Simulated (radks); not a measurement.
Results of a calculation; reference values are marked as such.
The rhenium ion Re2+ inside a hard spherical wall (all orbitals vanish at R), configuration held at [Xe] 4f14 5d5 and not refilled when levels cross. Code: a radial shooting solver on a logarithmic mesh with Libxc functionals. Model: scalar-relativistic Kohn-Sham, r2SCAN, spin-unpolarised, spherical densities, finite nucleus; meta-GGA in the generalised Kohn-Sham scheme; Fermi nuclear charge, rms radius 5.3698 fm. Eigenvalues in eV, with the zero of energy where the potential of the charges vanishes at infinity; a dash marks a level that is unbound or too diffuse for the functional's potential to be trusted. A positive occupied level is held by the wall or, in an anion where self-interaction has pushed it up, behind a barrier. The pressure on the wall is -dE/dV.

| R (bohr) | E (hartree) | kinetic (hartree) | e(5s) | e(5p) | e(4f) | e(5d) | e(6s, empty) | e(6p, empty) | pressure (GPa) |
|---|---|---|---|---|---|---|---|---|---|
| free | -16690.3093 | 18438.234 | -103.73 | -64.952 | -59.401 | -21.335 | -19.506 | -12.729 | 0 |
| 10 | -16690.3093 | 18438.234 | -103.73 | -64.952 | -59.401 | -21.335 | -19.506 | -12.726 | < 0.0001 |
| 8 | -16690.3093 | 18438.235 | -103.72 | -64.949 | -59.399 | -21.333 | -19.501 | -12.679 | 0.00225 |
| 6 | -16690.3074 | 18438.255 | -103.63 | -64.863 | -59.305 | -21.254 | -19.330 | -12.029 | 0.250 |
| 5 | -16690.2954 | 18438.352 | -103.25 | -64.505 | -58.904 | -20.908 | -18.589 | -10.283 | 2.55 |
| 3.5 | -16690.0533 | 18439.707 | -99.795 | -61.295 | -55.137 | -17.213 | -10.152 | 3.624 | 96.1 |
| 3 | -16689.6022 | 18441.947 | -96.178 | -57.853 | -50.982 | -12.564 | 1.139 | 19.657 | 387 |
| 2.5 | -16688.1482 | 18448.885 | -88.707 | -50.167 | -42.018 | -1.559 | 28.601 | 55.179 | 1920 |
| 2 | -16682.5311 | 18473.661 | -70.157 | -28.959 | -20.316 | 28.199 | 102.96 | 143.15 | 12500 |
| 1.5 | -16655.3085 | 18578.032 | -6.134 | 47.593 | 39.831 | 127.03 | 337.88 | 402.15 | 119000 |
